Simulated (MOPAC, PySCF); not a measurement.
HAlCl2O, SMILES `[OH][Al]([Cl])[Cl]` (H–O–Al–Cl torsion 180°), neutral singlet in the gas phase. 

Cartesian coordinates (Å):
```xyz
5

O      1.2391    -0.4750    -0.0093
Al    -0.3883    -0.0538     0.0003
Cl    -1.8018    -1.5765    -0.0160
Cl    -1.0027     1.9411     0.0277
H      1.9537     0.1642    -0.0027
```
Charge 0, spin multiplicity 1.

All levels are single points at this geometry (B3LYP-D3(BJ)/def2-TZVP); Pople sets use spherical d functions. Orbital energies aren't observables, and empty levels follow the basis.

M06-2X/def2-TZVP in PySCF gives HOMO (eV) = -10.69.

Q: Estimate the HOMO (eV) from each of these levels: PBE-D3(BJ)/def2-TZVP in PySCF; M06-2X/6-31G* in PySCF; AM1 in MOPAC; PM6 in MOPAC; PM7 in MOPAC.

A: 
| level | HOMO (eV) |
|---|---|
| PBE-D3(BJ)/def2-TZVP in PySCF | -7.85 |
| M06-2X/6-31G* in PySCF | -10.60 |
| AM1 in MOPAC | -12.12 |
| PM6 in MOPAC | -11.38 |
| PM7 in MOPAC | -11.23 |
